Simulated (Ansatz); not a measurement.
Process, species as SMILES: F[SiH2]N[SiH3] + 3 [H][H] (H2) → F (HF) + N (NH3) + 2 [SiH4] (SiH4)
Structures are relaxed separately at B3LYP-D3(BJ)/def2-TZVP in Ansatz (a quantum-chemistry and plane-wave program), one conformer each, not searched for the lowest.

Wanted: energy of full hydrogenation (electronic energy difference), in kcal/mol. Correlated levels leave the core frozen unless marked. Spin-orbit coupling is left out. Non-relativistic. CBS(X,Y): correlation extrapolated as X^-3; Hartree-Fock from the larger set. [CCSD(T)-MP2]/basis is that difference in the basis named.

Level to compare with: RI-MP2/CBS(aug-cc-pV(T+d)Z,aug-cc-pV(Q+d)Z)+[CCSD(T)-MP2]/aug-cc-pV(T+d)Z (Ansatz), 46.5 kcal/mol. It is a level with limits of its own, and the differences hold the functionals' basis error too.

Question: Rank these functionals by how close they come to RI-MP2/CBS(aug-cc-pV(T+d)Z,aug-cc-pV(Q+d)Z)+[CCSD(T)-MP2]/aug-cc-pV(T+d)Z, closest first: BLYP/def2-TZVPD (Ansatz); r2SCAN0/def2-TZVPD (Ansatz); B97M-V/def2-TZVPD (Ansatz); BHLYP/def2-TZVPD (Ansatz).

Answer: r2SCAN0/def2-TZVPD (hybrid meta-GGA, 45.4 kcal/mol, difference -1.1), B97M-V/def2-TZVPD (meta-GGA with VV10, 43.8 kcal/mol, difference -2.7), BHLYP/def2-TZVPD (global hybrid, 42.3 kcal/mol, difference -4.2), BLYP/def2-TZVPD (GGA, 40.1 kcal/mol, difference -6.4)
